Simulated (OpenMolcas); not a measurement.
## OpenMolcas run: Au5+

Au5+ among 5 point charges of -1.5 e arranged as a square pyramid (C4v), 2.07 Å from the ion, with the axial distance 2.173 Å.

Input:

```
&GATEWAY
Coord
1

Au 0.0 0.0 0.0
Basis=ANO-RCC-VDZP
Group=NoSym
NoMove
AngMom=0.0 0.0 0.0
AMFI
XField
5 Angstrom 0
2.070000 0.000000 0.000000 -1.500000
0.000000 2.070000 0.000000 -1.500000
-2.070000 0.000000 0.000000 -1.500000
0.000000 -2.070000 0.000000 -1.500000
0.000000 0.000000 2.173500 -1.500000
&SEWARD
* reference wave functions (RASSCF and RASSI steps not shown): 6 electrons in 5 orbitals (5d)
>>> COPY JOB001 $Project.JobIph
&CASPT2
Multistate=5 1 2 3 4 5
NoMult
Frozen=23
IPEA=0.25
Imaginary=0.1
MaxIter=60
WThr=0.0 0.3 0.05
PrWF=0.5
NoMix
>>> COPY JOB002 $Project.JobIph
&CASPT2
Multistate=45 1 2 3 4 5 6 7 8 9 10 11 12 13 14 15 16 17 18 19 20 21 22
23 24 25 26 27 28 29 30 31 32 33 34 35 36 37 38 39 40 41 42 43 44 45
NoMult
Frozen=23
IPEA=0.25
Imaginary=0.1
MaxIter=60
WThr=0.0 0.3 0.05
PrWF=0.5
NoMix
>>> COPY JOB003 $Project.JobIph
&CASPT2
Multistate=50 1 2 3 4 5 6 7 8 9 10 11 12 13 14 15 16 17 18 19 20 21 22
23 24 25 26 27 28 29 30 31 32 33 34 35 36 37 38 39 40 41 42 43 44 45 46
47 48 49 50
NoMult
Frozen=23
IPEA=0.25
Imaginary=0.1
MaxIter=60
WThr=0.0 0.3 0.05
PrWF=0.5
NoMix
```

Launched by
```bash
OMP_NUM_THREADS=1 MOLCAS_MEM=1689 MOLCAS_PROJECT=a pymolcas a.inp > a.log  # once for each step of the input, in one work folder
```

Output, cut to the results:

```
--- CASPT2 ---
Orbital specifications:
      -----------------------

      Symmetry species                           1
                                                 a
      Frozen orbitals                           23
      Inactive orbitals                         11
      Active orbitals                            5
      Secondary orbitals                        20
      Deleted orbitals                           0
      Number of basis functions                 59
Type of calculation                        SS-CASPT2
      Fock operator                              state-specific
      IPEA shift                                 0.25
      Real shift                                 0.00
      Imaginary shift                            0.10
      The input orbitals will be transformed to quasi-canonical
Reference energy:      -18997.1832574373
      E2 (Non-variational):      -0.2123251202
      Shift correction:          -0.0000793086
      E2 (Variational):          -0.2124044289
      Total energy:          -18997.3956618662
      Residual norm:              0.0000008229
      Reference weight:           0.96327
      Contributions to the CASPT2 correlation energy
      Active & Virtual Only:         -0.0581794146
      One Inactive Excited:          -0.0947131001
      Two Inactive Excited:          -0.0594326056
Reference energy:      -18997.1832574373
      E2 (Non-variational):      -0.2123251202
      Shift correction:          -0.0000793086
      E2 (Variational):          -0.2124044289
      Total energy:          -18997.3956618662
      Residual norm:              0.0000008229
      Reference weight:           0.96327
      Contributions to the CASPT2 correlation energy
      Active & Virtual Only:         -0.0581794146
      One Inactive Excited:          -0.0947131001
      Two Inactive Excited:          -0.0594326056
::    CASPT2 Root  1     Total energy: -18997.39566187
::    CASPT2 Root  2     Total energy: -18997.39566187
::    CASPT2 Root  3     Total energy: -18997.39377023
::    CASPT2 Root  4     Total energy: -18997.37410601
::    CASPT2 Root  5     Total energy: -18997.35364714
--- CASPT2 ---
Orbital specifications:
      -----------------------

      Symmetry species                           1
                                                 a
      Frozen orbitals                           23
      Inactive orbitals                         11
      Active orbitals                            5
      Secondary orbitals                        20
      Deleted orbitals                           0
      Number of basis functions                 59
Type of calculation                        SS-CASPT2
      Fock operator                              state-specific
      IPEA shift                                 0.25
      Real shift                                 0.00
      Imaginary shift                            0.10
      The input orbitals will be transformed to quasi-canonical
Reference energy:      -18997.0978338668
      E2 (Non-variational):      -0.2153259809
      Shift correction:          -0.0000751913
      E2 (Variational):          -0.2154011722
      Total energy:          -18997.3132350391
      Residual norm:              0.0000002705
      Reference weight:           0.96329
      Contributions to the CASPT2 correlation energy
      Active & Virtual Only:         -0.0584976845
      One Inactive Excited:          -0.0969801980
      Two Inactive Excited:          -0.0598480984
Reference energy:      -18997.0978338668
      E2 (Non-variational):      -0.2153259815
      Shift correction:          -0.0000751914
      E2 (Variational):          -0.2154011728
      Total energy:          -18997.3132350396
      Residual norm:              0.0000002705
      Reference weight:           0.96329
      Contributions to the CASPT2 correlation energy
      Active & Virtual Only:         -0.0584976849
      One Inactive Excited:          -0.0969801987
      Two Inactive Excited:          -0.0598480978
::    CASPT2 Root  1     Total energy: -18997.31323504
::    CASPT2 Root  2     Total energy: -18997.31323504
::    CASPT2 Root  3     Total energy: -18997.31250641
::    CASPT2 Root  4     Total energy: -18997.30693049
::    CASPT2 Root  5     Total energy: -18997.30383805
::    CASPT2 Root  6     Total energy: -18997.30383805
::    CASPT2 Root  7     Total energy: -18997.29905185
::    CASPT2 Root  8     Total energy: -18997.29690229
::    CASPT2 Root  9     Total energy: -18997.29785770
::    CASPT2 Root 10     Total energy: -18997.29750289
::    CASPT2 Root 11     Total energy: -18997.29750289
::    CASPT2 Root 12     Total energy: -18997.29469642
::    CASPT2 Root 13     Total energy: -18997.29469642
::    CASPT2 Root 14     Total energy: -18997.29030122
::    CASPT2 Root 15     Total energy: -18997.28851360
::    CASPT2 Root 16     Total energy: -18997.28851360
::    CASPT2 Root 17     Total energy: -18997.28976729
::    CASPT2 Root 18     Total energy: -18997.28484039
::    CASPT2 Root 19     Total energy: -18997.28025575
::    CASPT2 Root 20     Total energy: -18997.28025575
::    CASPT2 Root 21     Total energy: -18997.27683867
::    CASPT2 Root 22     Total energy: -18997.26941665
::    CASPT2 Root 23     Total energy: -18997.27054786
::    CASPT2 Root 24     Total energy: -18997.27054787
::    CASPT2 Root 25     Total energy: -18997.26987038
::    CASPT2 Root 26     Total energy: -18997.26093828
::    CASPT2 Root 27     Total energy: -18997.25581596
::    CASPT2 Root 28     Total energy: -18997.25581596
::    CASPT2 Root 29     Total energy: -18997.25611571
::    CASPT2 Root 30     Total energy: -18997.25407901
--- CASPT2 ---
Orbital specifications:
      -----------------------

      Symmetry species                           1
                                                 a
      Frozen orbitals                           23
      Inactive orbitals                         11
      Active orbitals                            5
...
```

Spin-orbit levels above the lowest, with the averaged single-state CASPT2 energies on the diagonal:

| E (cm-1) | Degeneracy | 2S+1 | g |
| --- | --- | --- | --- |
| 0 | 1 | 5 (73 %) |  |
| 180 | 2 | 5 (74 %) | 0.00 0.00 2.86 |
| 650 | 1 | 5 (72 %) |  |
| 900 | 1 | 5 (76 %) |  |
| 2330 | 2 | 5 (77 %) | 0.00 0.00 8.95 |
| 5510 | 1 | 5 (70 %) |  |
| 5700 | 1 | 5 (71 %) |  |
| 7850 | 1 | 5 (51 %) |  |
| 8530 | 1 | 5 (58 %) |  |
| 9010 | 2 | 5 (62 %) | 0.00 0.00 4.23 |
| 10100 | 1 | 5 (54 %) |  |
| 10780 | 1 | 5 (88 %) |  |
| 11980 | 2 | 5 (81 %) | 0.00 0.00 1.16 |
| 13020 | 1 | 5 (83 %) |  |
| 13780 | 2 | 5 (82 %) | 0.00 0.00 5.03 |
| 16020 | 1 | 5 (73 %) |  |
| 17470 | 2 | 5 (71 %) | 0.00 0.00 0.34 |
| 18050 | 1 | 5 (58 %) |  |
| 19650 | 2 | 3 (61 %) | 0.00 0.00 1.05 |
| 19650 | 1 | 3 (58 %) |  |

Spin-orbit coupling mixes the spin-free states strongly: the lowest level takes only 40 % from its leading state, 2S+1 = 5, which lies 415 cm-1 above the lowest spin-free state. Point charges give a weaker field than real ligands, and real ions of this kind are as a rule low spin; the high spin found here belongs to the model. Free-ion shares, where given, are those of the reference states; single-state CASPT2 does not remix them. This is an electrostatic model: the charges have no orbitals. An unlabelled pair can be two single states that coincide in this model. No measured value stands beside these numbers.

The CASPT2 steps took 22 s on 1 thread of Arm Neoverse V1, on a shared host; the integral step is not counted.

With an even number of electrons the g values are those of a degenerate or nearly degenerate non-Kramers pair.
